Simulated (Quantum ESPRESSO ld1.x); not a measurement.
Problem. The germanium ion Ge3+, 29 electrons, occupied as [Ar] 3d10 4s1 (the NIST ground configuration). Calculated with ld1.x of Quantum ESPRESSO 7.5: Dirac Kohn-Sham, PW91, spin-unpolarised, spherical densities, point nucleus.

Spin-orbit splittings of the eigenvalues, e(l+1/2) - e(l-1/2), with zeta = 2 splitting/(2l+1) and mean radii in bohr:

shell  occ.  splitting (eV)  zeta (eV)  <r> j=l-1/2  <r> j=l+1/2
2p        6           31.90      21.27       0.1812       0.1848
3p        6               ?          ?       0.6392       0.6498
3d       10          0.5932     0.2373       0.7217       0.7265

Estimate the 3p splitting.

Solution. 4.285 eV (zeta = 2.857 eV).
